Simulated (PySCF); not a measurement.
Spin states of TlCl

Unrestricted PBE0; PySCF, scalar-relativistic core potentials, basis sets Tl cc-pVTZ-PP with ECP60, Cl cc-pV(T+d)Z. Outer shells of the fragments: Tl 5d10 6s2 6p1; Cl 3s2 3p5.

Followed along the bond (rough minima from three points):

| 2Ms+1 | unpaired | ⟨S²⟩ at the start | R at minimum (Å) | Te (eV) |
| --- | --- | --- | --- | --- |
| 1 | none | 0.00 | 2.52 | 0.00 |
| 3 | σ ↑, π ↑ | 2.01 | 2.53 | 4.06 |

Solutions found at the starting distance of 2.400 Å, counted from the lowest of them; the search is not exhaustive and high or unbound solutions are not listed, so other states can lie among these:

```csv
2Ms+1,unpaired,term,E (eV),⟨S²⟩,⟨Lz²⟩,μ (D)
1,none,¹Σ⁺,0.00,0.00,0.00,-3.70
3,"σ ↑, π ↑",³Π,4.03,2.01,1.00,-1.36
1,"σ ↓, π ↑",mixed,4.33,1.01,1.00,-0.97
3,π ↑↑,mixed,5.46,2.01,2.01,2.46
3,π ↑↑,mixed,5.60,2.01,2.01,2.56
3,σ ↑↑,³Σ⁺,5.78,2.00,0.00,0.58
3,"σ ↑, π ↑",³Π,7.09,2.01,1.01,3.18
```

A term symbol is given only where ⟨S²⟩ and ⟨Lz²⟩ are close to those of a pure state; real π, δ and φ orbitals otherwise mix terms. A positive dipole means Tl(−)Cl(+).

The measured ground state is X ¹Σ+ (Huber and Herzberg, Constants of Diatomic Molecules (1979)).

Spin–orbit coupling is left out, which matters for elements this heavy, above all for dissociation energies. Counting both spins, an empty level lies below a filled one in some of these solutions, because spin and occupation are held.
